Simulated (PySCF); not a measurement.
# Telling isomers of C₆H₉N₂PSi apart by NMR

No solvent, non-relativistic Hamiltonian, single conformer, fast rotation and ring inversion assumed for equivalent nuclei. NMR shieldings at PBE0/pcSseg-1/GIAO; coordinates at the GFN2-xTB level; PySCF 2.14.0 with density-fitted response routines.

δ = σ(ref) − σ, references computed at the same level: ¹H, ¹³C against TMS. Splittings of carbon signals by F and P are missing where no couplings were computed. Where no couplings were computed, multiplicities follow the n + 1 count of equivalent neighbours, and m marks all less simple cases (inequivalent or close neighbours, rings, F or P nearby). Shifts are as computed. Against solution values, carbons near 30 ppm lie about +3 ppm off and those near 130 ppm about +5 ppm. Of 1309 compounds with measured shifts, 239 miss one by over three times the rms of a fit or turn the order of signals round; such compounds aren't used in these exercises.

(1) Tabulate the signals of `P[SiH2]/N=C/c1ccccn1`, `P[SiH2]/N=C/c1ccncc1` and their relative energies.

(2) What is the quickest way to tell P[SiH2]/N=C/c1ccccn1 from P[SiH2]/N=C/c1ccncc1?

## Answers

(1) 
```json
{"SMILES": "P[SiH2]/N=C/c1ccccn1", "carbon types": "1×C 5×CH", "δC": "182.2, 159.9, 155.1, 142.2, 131.1, 128.4", "δH": "9.06 (d, 1H), 9.04 (m, 1H), 8.67 (d, 1H), 8.12 (m, 1H), 7.50 (m, 1H), 5.79 (m, 2H), 1.06 (m, 2H)", "E rel. (kcal/mol)": "0.0"}
{"SMILES": "P[SiH2]/N=C/c1ccncc1", "carbon types": "1×C 5×CH", "δC": "174.1, 156.8, 148.4, 127.9", "δH": "9.20 (d, 2H), 9.07 (m, 1H), 7.86 (d, 2H), 5.58 (m, 2H), 1.34 (m, 2H)", "E rel. (kcal/mol)": "3.3"}
```

Energies are electronic energies at PBE0/pcSseg-1 on these geometries, without zero-point or thermal terms, each for the one conformer computed, which needn't be the lowest.

(2) Count the carbon signals: 6 against 4. The first has an aromatic CH at 142.2 ppm, the second a substituted aromatic carbon (C) at 148.4 ppm. Their most deshielded carbons lie at 182.2 and 174.1 ppm.
